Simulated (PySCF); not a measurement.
Structure from NMR data

Molecular formula: C6H12F2OSi. Simulated spectra:

¹H NMR (500 MHz, computed): δ 5.04 (m, 1H), 4.89 (m, 1H), 4.82 (m, 1H), 3.39 (s, 3H), 2.32 (m, 3H), 1.23 (s, 3H).

¹³C{¹H} NMR (computed): δ 174.3 (C), 108.6 (CH), 72.9 (C), 49.1 (CH3), 19.8 (CH3), 18.3 (CH3).

Relativity neglected, fast rotation and ring inversion assumed for equivalent nuclei, one computed conformer, no solvent model. GFN2-xTB structure; σ from GIAO-PBE0/pcSseg-1; PySCF 2.14.0 with density-fitted response routines.

Scale: TMS for ¹H (31.72 ppm), ¹³C (186.93 ppm) (reference shieldings calculated alike).

Q: What is the structure?

A: 
- Rings plus π bonds: 1 (no ring in the answer).
- 6 carbon signals for 6 carbons: no two carbons are equivalent.
- Carbon types of the structure: 2 × C, 1 × CH, 3 × CH3, leaving 2 H on heteroatoms.
- δC 174.3: fully substituted alkene carbon.
- δC 108.6: alkene CH; the olefinic region.
- δC 72.9: allylic fully substituted sp3 carbon bonded to O and Si; the inductive effect lowers its shielding.
- δC 19.8: methyl carbon; aliphatic region, no heteroatom directly attached.
- δH 4.89: hydrogen on an alkene CH; a vinylic proton, deshielded by the sp2 carbon and the C=C anisotropy.
- δH 3.39: hydrogen on a methyl carbon bonded to O; its carbon carries O, hence the downfield position.
- δH 2.32: hydrogen on an allylic methyl carbon; allylic position.

The compound is `CO[C@](C)(/C=C(\C)F)[SiH2]F`.

The shifts were computed for this structure.

Splittings by ¹⁹F in the carbon and heteronuclear signals aren't shown, as no couplings were computed. Shifts are as computed. Against solution values, carbons near 30 ppm lie about +3 ppm off and those near 130 ppm about +5 ppm. Of 1211 compounds with measured shifts, 218 miss one by over three times the rms of a fit or turn the order of signals round; such compounds aren't used in these exercises. Multiplicities follow the n + 1 count of equivalent neighbours, as no J values were calculated; m marks all less simple cases, F and P coupling included.
